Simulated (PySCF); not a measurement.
Computed IR spectrum (relative IR intensity) of a molecule CH7ClO2Si2. Geometry optimised at PBE-D3(BJ)/def2-SVP. One conformer was computed; it need not be the lowest. Calculation: PBE-D3(BJ)/def2-SVP run with PySCF. Frequencies are harmonic and unscaled.

| ν (cm⁻¹) | relative intensity |
|---|---|
| 130 | 5.3 |
| 149 | 44 |
| 227 | 6.4 |
| 301 | 12 |
| 419 | 3.7 |
| 540 | 93 |
| 621 | 12 |
| 649 | 25 |
| 705 | 50 |
| 729 | 37 |
| 748 | 26 |
| 786 | 40 |
| 808 | 13 |
| 855 | 99 |
| 876 | 28 |
| 895 | 37 |
| 1022 | 100 |
| 1214 | 9.6 |
| 1375 | 2.0 |
| 1381 | 2.2 |
| 2135 | 62 |
| 2189 | 52 |
| 3587 | 70 |
| 3758 | 38 |

Which structure fits?
A) OC[Si@@H](Cl)O[SiH3]
B) OC[Si@](O)([SiH3])Cl
C) C[Si@@H](O)[Si@H](O)Cl
D) CO[SiH2]O[SiH2]Cl

C, C[Si@@H](O)[Si@H](O)Cl
